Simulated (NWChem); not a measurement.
Molecule: CaBr$_{2}$; SMILES [Ca]([Br])[Br]

Results from NWChem. Structure relaxed at the PBE0/def2-SVP level. B3LYP is NWChem's, with the RPA form of VWN correlation. Vertical excitations in the gas phase; the lowest state need not have the same character in each row.

| level | lowest excitation, singlet (eV) | orbital gap (eV) |
|---|---|---|
| PBE/def2-SVPD, TDA | 3.75 | 3.71 |
| B3LYP/def2-SVPD, TDA | 4.17 | 5.06 |
| PBE0/def2-SVPD, TDA | 4.53 | 5.66 |
| LDA (Slater exchange, VWN5)/def2-SVPD, TDA | 3.72 | 3.71 |
